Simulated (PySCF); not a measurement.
Species: C5H6F2.
Cartesian coordinates in Å at the PBE0-D3(BJ)/def2-SVP level; atoms count from 1:
```xyz
13
C5H6F2 angstrom
F      1.9949   -0.6314    1.6760
C      1.8484   -0.3087    0.3444
C      0.4394    0.0117    0.0308
C     -0.2293    1.0677   -0.4499
F      0.1437    2.2654   -0.8532
C     -1.5936    0.4638   -0.4077
C     -0.8453   -0.7832    0.1617
H      2.1911   -1.1752   -0.2498
H      2.4971    0.5512    0.1095
H     -2.0847    0.3097   -1.3818
H     -2.3066    0.9430    0.2818
H     -0.9137   -1.6821   -0.4720
H     -1.1223   -1.0440    1.1946
```

Level of theory: core-valence-separated Tamm–Dancoff BHandHLYP/aug-pcX-1 (pcseg-1 on H) in PySCF, non-relativistic, gas phase, PBE0-D3(BJ)/def2-SVP geometry. Absolute energies from this functional tend to lie a few eV below measured edges; no shift was applied.

The lowest roots of each edge with f over 0.003 (five at most, numbered afresh; weaker and dark ones are left out), with transition dipoles (au) in the frame of the coordinates:

| root | edge | E (eV) | μx | μy | μz |
| --- | --- | --- | --- | --- | --- |
| 1 | C | 283.27 | 0.0109 | -0.0306 | -0.0820 |
| 2 | C | 284.92 | -0.0137 | 0.0373 | 0.0932 |
| 3 | C | 286.00 | -0.0018 | -0.0139 | -0.0272 |
| 4 | C | 286.09 | 0.0091 | -0.0444 | 0.0072 |
| 5 | C | 286.10 | 0.0337 | -0.0057 | 0.0088 |
| 6 | F | 684.71 | -0.0057 | 0.0093 | -0.0389 |
| 7 | F | 686.40 | 0.0032 | -0.0083 | -0.0249 |
| 8 | F | 686.47 | 0.0014 | -0.0049 | 0.0186 |
| 9 | F | 686.72 | 0.0061 | 0.0244 | -0.0059 |
| 10 | F | 688.15 | 0.0060 | -0.0210 | 0.0095 |

Question: What are the oscillator strengths?

Answer: f = (2/3) ΔE |μ|², with ΔE in hartree (27.2114 eV):

```json
{"root": "1", "ΔE (Eh)": "10.4099", "|μ|² (au)": "0.007779", "f": "0.054", "core hole on": "C3"}
{"root": "2", "ΔE (Eh)": "10.4707", "|μ|² (au)": "0.010265", "f": "0.072", "core hole on": "C4"}
{"root": "3", "ΔE (Eh)": "10.5103", "|μ|² (au)": "0.000936", "f": "0.007", "core hole on": "C6"}
{"root": "4", "ΔE (Eh)": "10.5137", "|μ|² (au)": "0.002106", "f": "0.015", "core hole on": "C7"}
{"root": "5", "ΔE (Eh)": "10.5140", "|μ|² (au)": "0.001246", "f": "0.009", "core hole on": "C6"}
{"root": "6", "ΔE (Eh)": "25.1626", "|μ|² (au)": "0.001632", "f": "0.027", "core hole on": "F1"}
{"root": "7", "ΔE (Eh)": "25.2247", "|μ|² (au)": "0.000699", "f": "0.012", "core hole on": "F5"}
{"root": "8", "ΔE (Eh)": "25.2272", "|μ|² (au)": "0.000372", "f": "0.006", "core hole on": "F1"}
{"root": "9", "ΔE (Eh)": "25.2365", "|μ|² (au)": "0.000667", "f": "0.011", "core hole on": "F5"}
{"root": "10", "ΔE (Eh)": "25.2889", "|μ|² (au)": "0.000567", "f": "0.010", "core hole on": "F5"}
```

Question: Molecules are fixed in this frame and the field points along (1, 0, −1)/√2. What effective strengths 3 f cos²θ do the roots have (θ between field and μ)?

Answer: root 1 (C3): 0.090, root 2 (C4): 0.120, root 3 (C6): 0.007, root 4 (C7): 0.000, root 5 (C6): 0.007, root 6 (F1): 0.028, root 7 (F5): 0.020, root 8 (F1): 0.007, root 9 (F5): 0.004, root 10 (F5): 0.000. Root 2 is the strongest. Averaged over all orientations cos²θ is 1/3, which gives f back.

One conformer stands for the species.
